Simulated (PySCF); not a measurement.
## Bonding in `CCOC[Se]C`

Species: C4H10OSe.
SMILES with atom numbers: `[CH3:1][CH2:2][O:3][CH2:4][Se:5][CH3:6]` (hydrogens: H7, H8, H9 on C1; H10, H11 on C2; H12, H13 on C4; H14, H15, H16 on C6)

Structure used (PBE0-D3(BJ)/def2-SVP), in Å, numbered top down from 1:
```
atom  x, y, z in Å
C1    -2.5348   -0.0656    0.3004
C2    -1.2781    0.5078   -0.3256
O3    -0.1659    0.5052    0.5369
C4     0.3882   -0.7491    0.7668
Se5    2.1433   -0.5743    1.5709
C6     2.9383    0.3979    0.0916
H7    -3.3915    0.0555   -0.3798
H8    -2.7643    0.4550    1.2423
H9    -2.4348   -1.1401    0.5180
H10   -1.4376    1.5628   -0.5961
H11   -1.0325   -0.0362   -1.2613
H12    0.4831   -1.3205   -0.1780
H13   -0.1963   -1.3607    1.4796
H14    3.9125    0.7765    0.4282
H15    2.2829    1.2417   -0.1596
H16    3.0810   -0.2542   -0.7813
```

Bond orders from the PBE0/pcSseg-1 density (PySCF). The structure is a single PBE0-D3(BJ)/def2-SVP conformer in the gas phase; no vibrational or solvent corrections. The calculation is non-relativistic, for selenium too.

(1) Where do the orders between heavy atoms depart from those drawn in the SMILES?

(2) Give the Mayer order of every bond, beside its length.

Results:

(1) The largest departure is 0.084, at C2–O3 (drawn single, 0.916).

(2) 
```
  bond  drawn as  length (Å)  Mayer order
 C1–C2    single       1.517        1.051
 C2–O3    single       1.407        0.916
 O3–C4    single       1.390        0.920
C4–Se5    single       1.938        1.045
Se5–C6    single       1.941        1.023
 C1–H7    single       1.101        0.961
 C1–H8    single       1.100        0.959
 C1–H9    single       1.101        0.961
C2–H10    single       1.101        0.958
C2–H11    single       1.110        0.943
C4–H12    single       1.108        0.920
C4–H13    single       1.106        0.928
C6–H14    single       1.098        0.956
C6–H15    single       1.098        0.941
C6–H16    single       1.099        0.949
```

Bonds between the same two heavy elements. C–O: all 2 within 0.02 of one another (0.916 to 0.920). C–Se: lowest Se5–C6 (1.023, 1.941 Å), highest C4–Se5 (1.045, 1.938 Å).

**Question.** Sum the orders of all bonds at each heavy atom with more than one neighbour and set the sums beside the valence in the SMILES.

**Answer.** C1 3.932 (drawn 4), C2 3.868 (drawn 4), O3 1.836 (drawn 2), C4 3.813 (drawn 4), Se5 2.068 (drawn 2), C6 3.869 (drawn 4). Orders between atoms that aren't bonded are not in these sums.

For a closed shell the Mayer order of atoms A and B is Σ (PS)μν (PS)νμ over the basis functions μ on A and ν on B, with P the density and S the overlap matrix.
